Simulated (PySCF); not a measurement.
Compound: C₅H₅F₃N₂O.
Z-matrix (Å and degrees, PBE0-D3(BJ)/def2-SVP geometry), rows numbered from 1:
```
F 
C   1  1.3392
F   2  1.3327  1  107.49
F   2  1.3382  1  106.99  3  -115.38
C   2  1.5077  1  111.38  3   121.83
C   5  1.5238  2  113.11  1    61.86
C   6  1.4862  5  112.58  2    75.83
N   7  1.2971  6  128.21  5    44.20
C   8  1.3646  7  101.88  6   179.27
N   9  1.3024  8  114.65  7    -0.14
O   7  1.3300  6  118.98  5  -136.64
H   5  1.0991  2  106.84  1   -59.94
H   5  1.0997  2  107.99  1  -176.00
H   6  1.1019  5  108.76  2  -164.80
H   6  1.0991  5  111.37  2   -47.22
H   9  1.0898  8  124.03  7   179.80
```

Computed with PySCF 2.14.0, PBE0-D3(BJ)/def2-SVP geometry optimisation, gas phase.

Take the most abundant isotopes and a rigid rotor. The values belong to one conformer with, in the numbering `[F:1][C:2]([F:3])([F:4])[CH2:5][CH2:6][c:7]1[n:8][cH:9][n:10][o:11]1`, C2–C5–C6–C7 76°, C5–C6–C7–N8 44°.

Q: What are A, B and C (MHz)?

A: Ia = 197.82, Ib = 781.16, Ic = 796.18 u·Å²; 505379 MHz·u·Å²/I gives A = 2555, B = 647.0, C = 634.8 MHz.

Q: Classify the top.

A: A near-prolate asymmetric top. Ray's parameter κ = (2B − A − C)/(A − C) = -0.987; −1 is the prolate and +1 the oblate limit.

Q: Is it planar, by Δ = Ic − Ia − Ib?

A: Not planar: Δ = Ic − Ia − Ib = -182.80 u·Å². For a rigid frame Δ = −2 Σ m c², so Σ m c² = 91.40 u·Å² lies off the ab plane: 8.67 from hydrogen and 82.73 from heavier atoms. The atom farthest from that plane is 1.81 Å away.

Q: Give the other two planar moments, Paa and Pbb, and the rms extents of the mass along the axes.

A: Paa = Σ m a² = (Ib + Ic − Ia)/2 = 689.76 and Pbb = Σ m b² = (Ia + Ic − Ib)/2 = 106.42 u·Å². With the mass M = 166.04 u, the rms extents √(P/M) along a, b and c are 2.04, 0.80, 0.74 Å.

Q: Give the coordinates in the principal-axis frame, origin at the centre of mass.

A: The sense of each axis is arbitrary; atoms in the order of the calculation.
```
atom  mass (u)   a (Å)   b (Å)   c (Å)
  F1    18.998  -2.266  -0.800  -0.897
  C2    12.000  -1.803   0.134  -0.056
  F3    18.998  -2.843   0.865   0.342
  F4    18.998  -0.994   0.930  -0.764
  C5    12.000  -1.097  -0.489   1.121
  C6    12.000   0.126  -1.306   0.722
  C7    12.000   1.290  -0.454   0.365
  N8    14.003   1.737   0.594   0.984
  C9    12.000   2.813   0.936   0.218
 N10    14.003   3.023   0.155  -0.802
 O11    15.995   2.013  -0.767  -0.707
 H12     1.008  -1.833  -1.123   1.635
 H13     1.008  -0.804   0.319   1.808
 H14     1.008   0.421  -1.941   1.573
 H15     1.008  -0.100  -1.980  -0.117
 H16     1.008   3.460   1.789   0.421
```

Q: Where do the levels up to J = 3 lie, in MHz?

A: Above 0(0,0):
J = 1: 1(0,1) 1282, 1(1,1) 3189, 1(1,0) 3202
J = 2: 2(0,2) 3845, 2(1,2) 5741, 2(1,1) 5777, 2(2,1) 11500, 2(2,0) 11501
J = 3: 3(0,3) 7690, 3(1,3) 9567, 3(1,2) 9641, 3(2,2) 15346, 3(2,1) 15346, 3(3,1) 24915, 3(3,0) 24915
The levels of one J sum to (2J + 1)J(J + 1)(A + B + C)/3.

Q: Predict some low-J microwave lines.

A: The dipole components are |μa| = 0.46 D, |μb| = 1.30 D, |μc| = 2.51 D. The squared components, which scale the intensities, stand as 0.03 : 0.27 : 1.00 (a : b : c). Some lines, for components of 0.1 D or more:

```json
{"type": "c", "branch": "Q", "J(Ka,Kc)": "1(1,1) ← 1(0,1)", "MHz": "1908", "lower level (cm⁻¹)": "0.043"}
{"type": "b", "branch": "Q", "J(Ka,Kc)": "2(1,1) ← 2(0,2)", "MHz": "1932", "lower level (cm⁻¹)": "0.128"}
{"type": "c", "branch": "R", "J(Ka,Kc)": "2(1,1) ← 1(0,1)", "MHz": "4496", "lower level (cm⁻¹)": "0.043"}
{"type": "b", "branch": "R", "J(Ka,Kc)": "3(1,3) ← 2(0,2)", "MHz": "5722", "lower level (cm⁻¹)": "0.128"}
{"type": "c", "branch": "Q", "J(Ka,Kc)": "2(2,1) ← 2(1,1)", "MHz": "5723", "lower level (cm⁻¹)": "0.193"}
{"type": "b", "branch": "Q", "J(Ka,Kc)": "2(2,0) ← 2(1,1)", "MHz": "5723", "lower level (cm⁻¹)": "0.193"}
{"type": "b", "branch": "Q", "J(Ka,Kc)": "3(2,2) ← 3(1,3)", "MHz": "5778", "lower level (cm⁻¹)": "0.319"}
{"type": "c", "branch": "R", "J(Ka,Kc)": "2(2,1) ← 1(1,1)", "MHz": "8311", "lower level (cm⁻¹)": "0.106"}
{"type": "b", "branch": "Q", "J(Ka,Kc)": "3(3,0) ← 3(2,1)", "MHz": "9569", "lower level (cm⁻¹)": "0.512"}
{"type": "b", "branch": "R", "J(Ka,Kc)": "3(3,0) ← 2(2,1)", "MHz": "13414", "lower level (cm⁻¹)": "0.384"}
```

Q: Estimate the classical rotational partition function at 50 K, 100 K and 298.15 K.

A: Point group C1, symmetry number σ = 1; q = (√π/σ)·√((kT/h)³/(ABC)), k/h = 20836.6 MHz/K: 58200 at 50 K, 165000 at 100 K, 847000 at 298.15 K.

No frequency check. No vibrational averaging or centrifugal distortion is included, and the geometry carries the error of its method. Quadrupole hyperfine structure (14N) is left out.
